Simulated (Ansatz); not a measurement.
`[CH3][Ge]([OH])([F])[Cl]` → `[CH3][Ge][Cl]` + `OF` at 500 K and 1 bar (germylene formation by 1,1-elimination).

Isolated molecules relaxed with PBE0-D4/def2-TZVP in Ansatz; ΔE leaves out vibrations. CBS: MP2 limit from def2 TZ/QZ plus the TZ coupled-cluster correction, frozen cores. This one scheme is used for every species. For Ge outer-core shells are correlated without core-valence functions, which leaves a few kJ/mol of doubt a bond. Scalar relativity is left out up to krypton. One conformer a species, not always the lowest.

| species | CCSD(T)/CBS energy (Eh) | H − E (kJ/mol) | S (J/(mol·K)) |
| --- | --- | --- | --- |
| `[CH3][Ge]([OH])([F])[Cl]` | -2751.44935 | 191.4 | 431.8 |
| `[CH3][Ge][Cl]` | -2575.77362 | 126.4 | 350.0 |
| `OF` | -175.42775 | 54.9 | 245.3 |

H − E and S are ideal-gas, rigid-rotor, harmonic terms from PBE0-D4/def2-TZVP, for one conformer and one mirror image of each species. 1 Eh = 2625.50 kJ/mol, R = 8.31446 J/(mol·K).

Q: By hand: ΔE, ΔH, ΔS and ΔG.

A: ΔE = (-2575.77362) + (-175.42775) − (-2751.44935) = 0.24798 Eh = 651.1 kJ/mol. Δ(H − E) = 126.4 + 54.9 − 191.4 = -10.1, so ΔH = 641.0 kJ/mol. ΔS = 350.0 + 245.3 − 431.8 = 163.5 J/(mol·K). ΔG = 641.0 − 500 × (163.5)/1000 = 559.2 kJ/mol.

Q: By hand: the equilibrium constant, and the temperature at which ΔG would vanish if ΔH and ΔS stayed fixed.

A: log₁₀ K = −ΔG/(RT ln 10) = -58.4. ΔG = 0 at ΔH/ΔS = 3920 K, far beyond where these terms or the molecules hold.

The number of gas molecules changes by +1, which sets the sign of ΔS. A doubt of 5 kJ/mol in ΔE shifts log₁₀ K by 0.5 here. Other conformers and mirror images would add mixing entropy, several J/(mol·K) or more a flexible species. These are equilibria of isolated gas molecules and say nothing of rates. Largest T1 diagnostic: 0.012 (customary marks: 0.02 for closed shells, 0.045 for open ones).
